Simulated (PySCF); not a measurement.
## Ionisation energy of Mg⁺ by level of theory

Mg⁺ [Ne] 3s1 (2S) → Mg²⁺ [Ne] (1S), as a difference of total energies. All numbers are calculated (PySCF 2.14, the spin-free X2C one-electron Hamiltonian (Gaussian nucleus), in aug-cc-pVDZ-DK (5s4p2d, 27 functions)). The calculations carry no spin-orbit coupling.

```json
{"method": "UHF", "ionisation energy (eV)": "14.735", "error (eV)": "-0.300"}
{"method": "PBE", "ionisation energy (eV)": "15.298", "error (eV)": "+0.263"}
{"method": "M06-L", "ionisation energy (eV)": "14.242", "error (eV)": "-0.793"}
```

Reference: 15.035 eV (measured; NIST Atomic Spectra Database, ionization energies).
